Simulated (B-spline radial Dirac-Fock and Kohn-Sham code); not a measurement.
X-ray form factors of cerium in several charge states

Calculated with a radial B-spline solver, using configuration-average Dirac-Fock orbitals.

Configurations: Ce⁴²⁺ [Ne] 3s2 3p4; Ce⁴⁴⁺ [Ne] 3s2 3p2; Ce⁴⁵⁺ [Ne] 3s2 3p1; Ce⁴⁶⁺ [Ne] 3s2; Ce⁴⁷⁺ [Ne] 3s1. The first column is f₀ of Ce⁴²⁺, the others are differences from it.

| s (Å⁻¹) | Ce⁴²⁺ | Δ Ce⁴⁴⁺ | Δ Ce⁴⁵⁺ | Δ Ce⁴⁶⁺ | Δ Ce⁴⁷⁺ |
| --- | --- | --- | --- | --- | --- |
| 0 | 16.000 | -2.000 | -3.000 | -4.000 | -5.000 |
| 0.1 | 15.962 | -1.989 | -2.984 | -3.979 | -4.974 |
| 0.2 | 15.850 | -1.957 | -2.936 | -3.916 | -4.895 |
| 0.3 | 15.665 | -1.904 | -2.858 | -3.813 | -4.767 |
| 0.4 | 15.413 | -1.833 | -2.752 | -3.674 | -4.593 |
| 0.5 | 15.099 | -1.745 | -2.621 | -3.501 | -4.377 |
| 0.7 | 14.316 | -1.527 | -2.299 | -3.075 | -3.845 |
| 0.9 | 13.381 | -1.275 | -1.924 | -2.579 | -3.224 |
| 1.1 | 12.367 | -1.012 | -1.531 | -2.058 | -2.572 |
| 1.4 | 10.839 | -0.641 | -0.975 | -1.320 | -1.645 |
